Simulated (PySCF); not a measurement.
**Potential energy of CuO along the bond**

Set-up: PySCF, no relativity, basis sets Cu def2-TZVPPD, O def2-TZVPPD. Energies in eV from Cu (3d10 4s1) + O in their ground configurations at the same level. State: ²Π (doublet), unpaired electrons π ↑.

```
R (Å)    PBE0    BP86    TPSS  r²SCAN
1.514  -1.849  -2.637  -2.430  -2.475
1.585  -2.306  -3.057  -2.857  -2.883
1.655  -2.546  -3.251  -3.058  -3.069
1.708  -2.627  -3.296  -3.106  -3.110
1.761  -2.647  -3.279  -3.093  -3.091
1.814  -2.621  -3.218  -3.036  -3.029
1.884  -2.535  -3.091  -2.911  -2.900
1.972  -2.374  -2.887  -2.710  -2.695
2.078  -2.135  -2.610  -2.435  -2.416
2.219  -1.790  -2.234  -2.059  -2.034
```

Question: Put a parabola through the three lowest points of the PBE0 curve and estimate Re, k and ωe (reduced mass 12.75 u; 1 eV/Å² = 0.16022 mdyn/Å; ωe = 1302.8·√(k/μ) cm⁻¹).

Answer: Through R = 1.708, 1.761, 1.814 Å the second-order coefficient is 8.19 eV/Å², so Re ≈ 1.758 Å, k ≈ 2.62 mdyn/Å and ωe ≈ 591 cm⁻¹. A polynomial fit of higher order to the unrounded PBE0 energies gives Re = 1.755 Å, k = 2.69 mdyn/Å, ωe = 598 cm⁻¹; anharmonicity and rounding make the difference.

The higher-order fit for each curve: PBE0: Re = 1.755 Å, ωe = 598 cm⁻¹, De = 2.65 eV; BP86: Re = 1.718 Å, ωe = 661 cm⁻¹, De = 3.30 eV; TPSS: Re = 1.721 Å, ωe = 657 cm⁻¹, De = 3.11 eV; r²SCAN: Re = 1.715 Å, ωe = 659 cm⁻¹, De = 3.11 eV.

With d or f electrons several states lie close, and the lowest PBE0 determinant need not be the measured ground state.
